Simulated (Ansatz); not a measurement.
Relaxation of ClGeH5O (8 atoms, charge 0, multiplicity 1), to a largest force component of 0.03 eV/Å in at most 50 steps.

These are results of Ansatz 0.2.0, RHF/def2-SVP, not measurements.

```xyz
8
Properties=species:S:1:pos:R:3:forces:R:3
Ge -0.174 -0.123 0.007 -0.18 -0.25 0.12
O -0.287 -0.014 1.763 -0.16 -0.29 -0.19
H -0.422 -0.828 2.227 0.04 0.06 -0.03
Cl 1.865 -0.562 -0.571 -0.01 0.00 0.01
H -0.585 1.205 -0.594 0.01 -0.01 0.00
H -1.012 -1.308 -0.469 0.00 0.01 0.00
H 1.164 2.093 0.969 0.72 0.78 -1.16
H 0.898 1.853 1.583 -0.42 -0.29 1.26
```

Q: Where does it end, and by what steps?

A: The run converged. The force dipped under the threshold on the way, but the program's further checks kept it going. After 28 steps the energy has fallen by 0.247 eV; H7 moved furthest, 1.78 Å.

| step | energy less start (eV) | largest force component (eV/Å) | accepted |
| --- | --- | --- | --- |
| 0 | 0.0000 | 1.258 | yes |
| 1 | -0.1226 | 0.174 | yes |
| 2 | -0.1795 | 0.229 | yes |
| 3 | -0.2060 | 0.416 | yes |
| 4 | -0.2208 | 0.122 | yes |
| 5 | -0.2245 | 0.067 | yes |
| 6 | -0.2244 | 0.417 | no |
| 7 | -0.2274 | 0.029 | yes |
| 8 | -0.2274 | 0.233 | no |
| 9 | -0.2290 | 0.048 | yes |
| 10 | -0.2303 | 0.078 | yes |
| 11 | -0.2318 | 0.156 | yes |
| 12 | -0.2333 | 0.230 | yes |
| 13 | -0.2356 | 0.197 | yes |
| 14 | -0.2387 | 0.188 | yes |
| 15 | -0.2396 | 0.238 | yes |
| 16 | -0.2414 | 0.169 | yes |
| 17 | -0.2428 | 0.070 | yes |
| 18 | -0.2441 | 0.032 | yes |
| 19 | -0.2436 | 0.272 | no |
| 20 | -0.2452 | 0.054 | yes |
| 21 | -0.2455 | 0.133 | yes |
| 22 | -0.2460 | 0.077 | yes |
| 23 | -0.2463 | 0.044 | yes |
| 24 | -0.2467 | 0.020 | yes |
| 25 | -0.2467 | 0.090 | yes |
| 26 | -0.2470 | 0.035 | yes |
| 27 | -0.2471 | 0.018 | yes |
| 28 | -0.2472 | 0.019 | yes |

```xyz
8
Properties=species:S:1:pos:R:3
Ge -0.387 -0.544 -0.321
O -0.087 0.172 1.249
H 0.234 -0.386 1.941
Cl 1.420 -1.548 -0.972
H -0.682 0.601 -1.271
H -1.470 -1.613 -0.240
H 1.385 3.112 2.414
H 1.033 2.523 2.116
```

Whether the end is a true minimum wasn't checked by a vibrational analysis.

Time of the run: 36 s on 1 thread of INTEL(R) XEON(R) PLATINUM 8581C CPU @ 2.30GHz (Emerald Rapids), on a shared host, peak memory 0.19 GiB.
